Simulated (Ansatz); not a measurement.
Mean bond length (Å) of eight silicon and germanium compounds: PBE-D3(BJ) beside PBE0-D3(BJ), computed with Ansatz (a program for electronic structure) for isolated molecules in the bases named; differences from unrounded values. The eight are the first of their class met in an unordered collection, after screening for sound electronic states; none was chosen by its value. Each level has its own optimised geometry.

| molecule | basis | PBE0-D3(BJ) | PBE-D3(BJ) | difference |
|---|---|---|---|---|
| C4H5NSi, SMILES C([SiH](N)C#C)#C | def2-SVP | 1.350 | 1.360 | 0.010 |
| 1-hydroxysilylpropan-2-one (C₃H₈O₂Si), SMILES CC(=O)C[SiH2]O | def2-SVP | 1.327 | 1.338 | 0.011 |
| C₄H₇FSi, SMILES C=C=C[Si@H](C)F | def2-SVP | 1.338 | 1.348 | 0.010 |
| CH7FO2Si2, SMILES [SiH3]C[Si](O)(F)O | def2-SVP | 1.439 | 1.451 | 0.012 |
| CH₄ClFOSi, SMILES OC[Si@@H](F)Cl | def2-SVP | 1.453 | 1.466 | 0.013 |
| C₃H₁₁NSi₂, SMILES C=C([SiH3])C[SiH2]N | def2-SVP | 1.392 | 1.402 | 0.010 |
| C₂H₇FO₂Si, SMILES C[C@@H](O)[Si@@H](O)F | def2-SVP | 1.327 | 1.339 | 0.012 |
| FH6NOSi2, SMILES O[Si@H](F)N[SiH3] | def2-SVP | 1.467 | 1.480 | 0.012 |

PBE-D3(BJ) lies below PBE0-D3(BJ) in 0 and above it in 8 of the eight; the mean signed difference is 0.011 and the largest 0.013 Å.
